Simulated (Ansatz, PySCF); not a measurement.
Species: C$_{2}$H$_{9}$ClSi$_{2}$ (charge 0, singlet). SMILES: Cl[SiH2][SiH](C)C
Geometry from a B3LYP-D3(BJ)/def2-TZVP (Ansatz, a program for electronic structure) optimisation:
```
Si
H 1 1.4887
C 1 1.8786 2 109.90
H 3 1.0913 1 111.36 2 56.20
H 3 1.0916 4 108.01 1 -121.43
H 3 1.0922 4 108.05 5 -116.75
C 1 1.8786 2 109.90 3 -122.89
H 7 1.0913 1 111.36 2 -56.20
H 7 1.0916 8 108.01 1 121.43
H 7 1.0922 8 108.05 9 116.75
Si 1 2.3440 2 107.92 3 118.55
H 11 1.4822 1 113.76 2 -62.28
H 11 1.4822 12 108.23 1 -127.49
Cl 11 2.0905 12 106.86 13 -114.76
```
Charge 0, spin multiplicity 1.

PBE beside other levels, property by property. Valence correlation only, unless marked. UHF or UKS for open shells. Spin-orbit coupling is left out. Non-relativistic. Basis-set limits of correlation are two-point, X^-3; Hartree-Fock from the larger set. Rows marked 298 K are enthalpies with B3LYP-D3(BJ) harmonic zero-point and thermal terms from PySCF. Atomisation energies are electronic, to ground-state atoms; the column to compare with has the core term from cc-pwCVTZ added, other frozen-core levels have none. The coupled-cluster column (Ansatz) is a level with limits of its own: CCSD(T)/CBS(cc-pV(T+d)Z,cc-pV(Q+d)Z).

```
property                                                                          r2SCAN/def2-TZVPD (Ansatz)  B3LYP-D3(BJ)/def2-TZVPD (Ansatz + dftd3)  CCSD(T)/cc-pV(T+d)Z (Ansatz)  coupled cluster
--------------------------------------------------------------------------------  --------------------------  ----------------------------------------  ----------------------------  ---------------
Si-Si bond dissociation enthalpy, 298 K, to [SiH2]Cl + C[SiH]C (kcal/mol)                               71.4                                      75.0                          76.7             79.2
atomisation energy (kcal/mol)                                                                         1158.1                                    1157.6                        1130.4           1162.9
H-Si bond dissociation enthalpy, 298 K, to C[SiH](C)[SiH]Cl + H atom (kcal/mol)                         83.4                                      86.2                          87.3             88.9
H-Si bond dissociation enthalpy, 298 K, to C[Si](C)[SiH2]Cl + H atom (kcal/mol)                         86.1                                      89.3                          90.1             91.4
Cl-Si bond dissociation enthalpy, 298 K, to C[SiH](C)[SiH2] + Cl atom (kcal/mol)                       103.9                                     103.4                         102.6            108.0
```

Q: What does PBE/def2-TZVPD (Ansatz) give for each property, and on which side of coupled cluster does it fall?

A: 
- Si-Si bond dissociation enthalpy, 298 K, to [SiH2]Cl + C[SiH]C: PBE lies 7.6 kcal/mol below coupled cluster; PBE gives 71.6 kcal/mol.
- atomisation energy: PBE lies 9.4 kcal/mol below coupled cluster; PBE gives 1153.5 kcal/mol.
- H-Si bond dissociation enthalpy, 298 K, to C[SiH](C)[SiH]Cl + H atom: PBE lies 7.2 kcal/mol below coupled cluster; PBE gives 81.7 kcal/mol.
- H-Si bond dissociation enthalpy, 298 K, to C[Si](C)[SiH2]Cl + H atom: PBE lies 7.0 kcal/mol below coupled cluster; PBE gives 84.4 kcal/mol.
- Cl-Si bond dissociation enthalpy, 298 K, to C[SiH](C)[SiH2] + Cl atom: PBE lies 3.9 kcal/mol below coupled cluster; PBE gives 104.1 kcal/mol.
